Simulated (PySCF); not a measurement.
Structure from 2D NMR

Compound of formula C₇H₄ClFO. Correlations simulated from computed shifts and the bond graph:

HSQC (one-bond C–H):
| δH | δC |
| --- | --- |
| 8.37 | 140.7 |
| 7.71 | 136.1 |

COSY cross peaks (H two or three bonds apart, from the bond graph; peaks can be absent where the dihedral angle is near 90°):
| δH | δH |
| --- | --- |
| 8.37 | 7.71 |

HMBC (two and three bonds, from the bond graph):
| δH | δC |
| --- | --- |
| 8.37 | 165.5, 156.3, 140.7, 136.1, 129.8 |
| 7.71 | 156.3, 140.7, 136.1, 129.8 |

Carbons without hydrogens: δ 165.5, 156.3, 129.8.

[PySCF: shielding tensors at B97-2/pcSseg-2 (GIAO); PBE0-D3(BJ)/def2-TZVP structure; averaged over atoms made equivalent by symmetry, fast rotation or ring inversion; non-relativistic; one computed conformer; isolated molecule]

δ = σ(ref) − σ, references computed at the same level: ¹H (31.64 ppm) and ¹³C (185.38 ppm) against TMS.

Exchangeable hydrogens are left out of these lists.

Q: Assemble the structure.

A: SMILES O=C(F)c1ccc(Cl)cc1.

Structure with atom numbers: `[O:1]=[C:2]([F:3])[c:4]1[cH:5][cH:6][c:7]([Cl:8])[cH:9][cH:10]1`; H(Xn) means a hydrogen on atom n.

1. δC 165.5 is C2, a carbonyl carbon.
2. δC 156.3 is C7, an aromatic carbon bearing chlorine.
3. δC 140.7 is C5/C10, an aromatic CH (δH 8.37).
4. δC 136.1 is C6/C9, an aromatic CH (δH 7.71).
5. δC 129.8 is C4, a substituted aromatic carbon.
6. HMBC from δH 8.37 reaches the proton-free carbons C2, C7, C4.
7. HMBC from δH 7.71 reaches the proton-free carbons C7, C4.
8. COSY links 8.37–7.71.

This is the structure that produced the data.

Carbons that carry Cl, above all several Cl atoms, come out too deshielded, partly because spin–orbit coupling is missing. Shifts are as computed. Against solution values, carbons near 30 ppm lie about +3 ppm off and those near 130 ppm about +7 ppm; carbons on Cl a further +5 ppm. Of 1309 compounds with measured shifts, 239 miss one by over three times the rms of a fit or turn the order of signals round; such compounds aren't used in these exercises.
